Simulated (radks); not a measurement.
Q: The table gives one normalised radial function P(r) = r R(r) of Er3+ in [Kr] 4d10 4f11.5 5s2 5p5.5 (r in bohr). All-electron calculation, scalar-relativistic Kohn-Sham, SCAN, spin-unpolarised, spherical densities, finite nucleus; meta-GGA in the generalised Kohn-Sham scheme; Fermi nuclear charge, rms radius 5.2516 fm. Program: a radial shooting solver on a logarithmic mesh with Libxc functionals.

r,P
0.00135,0.0054
0.001815,0.0089
0.00246,0.0149
0.003308,0.0245
0.004483,0.0407
0.006027,0.0661
0.008168,0.1071
0.01098,0.1677
0.01488,0.2568
0.02001,0.3707
0.02712,0.5028
0.03646,0.6070
0.04902,0.6139
0.06644,0.4209
0.08932,-0.0130
0.1211,-0.5882
0.1628,-0.9152
0.2206,-0.5835
0.2966,0.3874
0.4019,1.3608
0.5404,1.5546
0.7323,1.0131
0.9846,0.4112
1.334,0.0929
1.794,0.0114
2.412,0.0006
3.269,0.0000
4.395,0.0000
5.957,0.0000
8.008,0.0000

Which n and l does it have? It may be an empty orbital.

A: n = 4, l = 1: the number of nodes gives n - l - 1 = 2, the rise at small r (about r^(l+1), flatter next to the nucleus through relativity) gives l, and the extent must fit the shell. The curve is that of 4p. 4p: eigenvalue -351.61 eV, 2 radial nodes at r = 0.0887, 0.267 bohr, <r> = 0.539 bohr, 90 % of the charge inside 0.783 bohr.
